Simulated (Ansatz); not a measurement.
Start from `[CH3][Ge]([F])([F])[Cl]` and change one atom or group to get `[F][Ge]([F])([F])[Cl]`.

Ansatz, PBE0-D4/def2-TZVP geometries, multiplicity 1. 

Scalar relativity is left out up to krypton.

```
                                                                                  property  `[CH3][Ge]([F])([F])[Cl]`
                                                         LUMO energy (PBE/def2-TZVPP) / eV                      -1.47
                                                      HOMO–LUMO gap (PBE0/def2-TZVPP) / eV                       9.23
                                            size of the dipole moment (PBE/def2-TZVPP) / D                       3.18
                                                        LUMO energy (PBE0/def2-TZVPP) / eV                      -0.40
ideal-gas entropy at 298 K and 1 bar (rigid rotor, harmonic PBE0-D4/def2-TZVP) / J/(mol·K)                        357
                                        size of the dipole moment (ωB97M-V/def2-TZVPP) / D                       3.27
```

Problem. Give the same properties after the change, and the shifts. (An estimate is asked.)

Solution. Ansatz gave: 
```
                                                                                  property  `[F][Ge]([F])([F])[Cl]`  shift
                                                         LUMO energy (PBE/def2-TZVPP) / eV                    -2.87  -1.40
                                                      HOMO–LUMO gap (PBE0/def2-TZVPP) / eV                     8.89  -0.34
                                            size of the dipole moment (PBE/def2-TZVPP) / D                     1.15  -2.03
                                                        LUMO energy (PBE0/def2-TZVPP) / eV                    -1.77  -1.37
ideal-gas entropy at 298 K and 1 bar (rigid rotor, harmonic PBE0-D4/def2-TZVP) / J/(mol·K)                      326    -31
                                        size of the dipole moment (ωB97M-V/def2-TZVPP) / D                     1.24  -2.03
```

With PBE0 the HOMO falls by 1.03 eV and the LUMO falls by 1.37 eV, so the gap narrows by about 0.34 eV. PBE moves the HOMO by -0.92 eV and ωB97M-V by -1.07 eV. The zero-point energy changes by -89.8 kJ/mol with -9 modes. Dipoles are sizes alone; their direction can turn.
